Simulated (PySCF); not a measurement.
C$_{2}$H$_{6}$O$_{2}$, triplet, at the geometry of the source list (a higher spin typed on purpose: for a closed-shell molecule this is an excited state); CAMB3LYP/6-31G** (PySCF).

The PySCF input:
```python
from pyscf import gto, scf, dft

mol = gto.Mole()
mol.atom = '''
    O     1.30260000   -0.68770000    0.16370000
    C     0.54770000    0.48680000   -0.07300000
    C    -0.89320000    0.05090000   -0.34010000
    O    -1.44480000   -0.61330000    0.76470000
    H     2.21430000   -0.44810000    0.34940000
    H     0.57520000    1.14410000    0.80610000
    H     0.93500000    1.03380000   -0.94260000
    H    -1.51960000    0.92540000   -0.52550000
    H    -0.90580000   -0.59780000   -1.22740000
    H    -0.81140000   -1.29420000    1.02450000
'''
mol.basis = '6-31g**'
mol.spin = 2
mol.verbose = 4
mol.build()

mf = dft.UKS(mol)
mf.xc = 'camb3lyp'
mf.kernel()
```

What the program printed (banner, timings and long lists left out):

```
PySCF version 2.14.0

[INPUT] verbose = 4
[INPUT] num. atoms = 10
[INPUT] num. electrons = 34
[INPUT] charge = 0
[INPUT] spin (= nelec alpha-beta = 2S) = 2
[INPUT] symmetry False subgroup None
[INPUT] Mole.unit = angstrom
[INPUT] Symbol           X                Y                Z      unit          X                Y                Z       unit  Magmom
[INPUT]  1 O      1.302600000000  -0.687700000000   0.163700000000 AA    2.461557249858  -1.299564655863   0.309348166591 Bohr   0.0
[INPUT]  2 C      0.547700000000   0.486800000000  -0.073000000000 AA    1.035002998424   0.919918677438  -0.137950007093 Bohr   0.0
[INPUT]  3 C     -0.893200000000   0.050900000000  -0.340100000000 AA   -1.687903374462   0.096187059740  -0.642695854965 Bohr   0.0
[INPUT]  4 O     -1.444800000000  -0.613300000000   0.764700000000 AA   -2.730276304772  -1.158969032196   1.445073567455 Bohr   0.0
[INPUT]  5 H      2.214300000000  -0.448100000000   0.349400000000 AA    4.184420557624  -0.846786276418   0.660270307923 Bohr   0.0
[INPUT]  6 H      0.575200000000   1.144100000000   0.806100000000 AA    1.086970466850   2.162035659115   1.523308229012 Bohr   0.0
[INPUT]  7 H      0.935000000000   1.033800000000  -0.942600000000 AA    1.766893926468   1.953598867575  -1.781255845015 Bohr   0.0
[INPUT]  8 H     -1.519600000000   0.925400000000  -0.525500000000 AA   -2.871627818889   1.748752555673  -0.993051078459 Bohr   0.0
[INPUT]  9 H     -0.905800000000  -0.597800000000  -1.227400000000 AA   -1.711713923631  -1.129678277265  -2.319449845291 Bohr   0.0
[INPUT] 10 H     -0.811400000000  -1.294200000000   1.024500000000 AA   -1.533323777472  -2.445683550412   1.936024414617 Bohr   0.0

nuclear repulsion = 133.497423097716
number of shells = 42
number of NR pGTOs = 150
number of NR cGTOs = 86
basis = 6-31g**
ecp = {}

******** <class 'pyscf.dft.uks.UKS'> ********
method = UKS
initial guess = minao
damping factor = 0
level_shift factor = 0
DIIS = <class 'pyscf.scf.diis.CDIIS'>
diis_start_cycle = 1
diis_space = 8
diis_damp = 0
SCF conv_tol = 1e-09
SCF conv_tol_grad = None
SCF max_cycles = 50
direct_scf = True
direct_scf_tol = 1e-13
number electrons alpha = 18  beta = 16
XC library pyscf.dft.libxc version 7.1.2
    S. Lehtola, C. Steigemann, M. J. T. Oliveira, and M. A. L. Marques,  SoftwareX 7, 1–5 (2018)
XC functionals = camb3lyp
    T. Yanai, D. P. Tew, and N. C. Handy,  Chem. Phys. Lett. 393, 51 (2004)
radial grids:
    Treutler-Ahlrichs [JCP 102, 346 (1995); DOI:10.1063/1.469408] (M4) radial grids

becke partition: Becke, JCP 88, 2547 (1988); DOI:10.1063/1.454033
pruning grids: <function nwchem_prune>
grids dens level: 3
symmetrized grids: False
atomic radii adjust function: <function treutler_atomic_radii_adjust>
small_rho_cutoff = 0
Set gradient conv threshold to 3.16228e-05
tot grids = 115248
init E= -230.494914785099

cycle= 1 E= -229.691080619827  delta_E= 0.804  |g|= 0.588  |ddm|=  3.3

cycle= 2 E= -229.499758914041  delta_E= 0.191  |g|= 0.94  |ddm|= 1.87

cycle= 3 E= -229.832639806505  delta_E= -0.333  |g|= 0.17  |ddm|= 1.25

cycle= 4 E= -229.841025869941  delta_E= -0.00839  |g|= 0.111  |ddm|= 0.417

cycle= 5 E= -229.846924021183  delta_E= -0.0059  |g|= 0.0244  |ddm|= 0.151

cycle= 6 E= -229.847662188421  delta_E= -0.000738  |g|= 0.0141  |ddm|= 0.0945

cycle= 7 E= -229.848136208267  delta_E= -0.000474  |g|= 0.00829  |ddm|= 0.0814

cycle= 8 E= -229.848411430256  delta_E= -0.000275  |g|= 0.00655  |ddm|= 0.085

cycle= 9 E= -229.848527526144  delta_E= -0.000116  |g|= 0.00669  |ddm|= 0.0488

cycle= 10 E= -229.848573456341  delta_E= -4.59e-05  |g|= 0.0071  |ddm|= 0.0224

cycle= 11 E= -229.84849857035  delta_E= 7.49e-05  |g|= 0.00497  |ddm|= 0.0662

cycle= 12 E= -229.848449045477  delta_E= 4.95e-05  |g|= 0.00261  |ddm|= 0.0709

cycle= 13 E= -229.848439846509  delta_E= 9.2e-06  |g|= 0.0014  |ddm|= 0.0626

cycle= 14 E= -229.848440911498  delta_E= -1.06e-06  |g|= 0.000663  |ddm|= 0.0384

cycle= 15 E= -229.848441692186  delta_E= -7.81e-07  |g|= 0.000243  |ddm|= 0.00844

cycle= 16 E= -229.848441866599  delta_E= -1.74e-07  |g|= 0.000193  |ddm|= 0.00186

cycle= 17 E= -229.84844190655  delta_E= -4e-08  |g|= 6.41e-05  |ddm|= 0.00519

cycle= 18 E= -229.848441915929  delta_E= -9.38e-09  |g|= 3.53e-05  |ddm|= 0.00141

cycle= 19 E= -229.84844192303  delta_E= -7.1e-09  |g|= 2.18e-05  |ddm|= 0.000393

cycle= 20 E= -229.848441924749  delta_E= -1.72e-09  |g|= 9.26e-06  |ddm|= 0.000434

cycle= 21 E= -229.848441924978  delta_E= -2.3e-10  |g|= 8.07e-06  |ddm|= 0.00011

Extra cycle  E= -229.84844192498  delta_E= -1.59e-12  |g|= 1.29e-05  |ddm|= 6.59e-05
converged SCF energy = -229.84844192498  <S^2> = 2.0061561  2S+1 = 3.0041012
```
